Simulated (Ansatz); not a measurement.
C4H9BF2, SMILES `CC(C)CB(F)F`. Charge 0, multiplicity 1. The structure was optimised at the PBE0-D4/def2-TZVP level. It is one conformer, not always the lowest.

```xyz
16

C     0.861    1.241    0.177
C    -0.373    0.354    0.091
C    -1.283    0.802   -1.042
C     0.021   -1.114   -0.072
B     0.773   -1.768    1.127
F     1.456   -2.893    0.988
F     0.739   -1.266    2.352
H     0.584    2.290    0.308
H     1.453    1.167   -0.741
H     1.504    0.962    1.016
H    -0.926    0.453    1.033
H    -0.772    0.713   -2.007
H    -1.583    1.846   -0.921
H    -2.191    0.194   -1.090
H     0.614   -1.254   -0.985
H    -0.878   -1.728   -0.233
```

Q: What is the dipole moment at PBE/def2-TZVPP? (Estimate.)

A: Ansatz gave: 1.61 D, with components (-0.86, 0.82, -1.08) D in this frame, pointing from negative to positive charge.

Q: And with r2SCAN, B3LYP, ωB97M-V? (Estimate.)

A: Ansatz gave: r2SCAN 1.67 D, B3LYP 1.70 D, ωB97M-V 1.68 D.

Q: Give the Mulliken charges with PBE, B3LYP, ωB97M-V in def2-TZVPP. (Best estimate.)

A: Ansatz gave: 
```json
{"atom": "C1", "PBE": "-0.26", "B3LYP": "-0.27", "ωB97M-V": "-0.31"}
{"atom": "C2", "PBE": "0.10", "B3LYP": "0.10", "ωB97M-V": "-0.04"}
{"atom": "C3", "PBE": "-0.25", "B3LYP": "-0.26", "ωB97M-V": "-0.30"}
{"atom": "C4", "PBE": "-0.23", "B3LYP": "-0.22", "ωB97M-V": "-0.25"}
{"atom": "B5", "PBE": "0.41", "B3LYP": "0.48", "ωB97M-V": "0.47"}
{"atom": "F6", "PBE": "-0.20", "B3LYP": "-0.24", "ωB97M-V": "-0.24"}
{"atom": "F7", "PBE": "-0.21", "B3LYP": "-0.25", "ωB97M-V": "-0.24"}
{"atom": "H8", "PBE": "0.08", "B3LYP": "0.08", "ωB97M-V": "0.10"}
{"atom": "H9", "PBE": "0.07", "B3LYP": "0.07", "ωB97M-V": "0.10"}
{"atom": "H10", "PBE": "0.08", "B3LYP": "0.08", "ωB97M-V": "0.10"}
{"atom": "H11", "PBE": "0.04", "B3LYP": "0.04", "ωB97M-V": "0.08"}
{"atom": "H12", "PBE": "0.07", "B3LYP": "0.07", "ωB97M-V": "0.10"}
{"atom": "H13", "PBE": "0.08", "B3LYP": "0.08", "ωB97M-V": "0.10"}
{"atom": "H14", "PBE": "0.07", "B3LYP": "0.08", "ωB97M-V": "0.10"}
{"atom": "H15", "PBE": "0.08", "B3LYP": "0.08", "ωB97M-V": "0.12"}
{"atom": "H16", "PBE": "0.08", "B3LYP": "0.08", "ωB97M-V": "0.11"}
```

B3LYP here is the variant with VWN-RPA as its local correlation; programs differ in this.
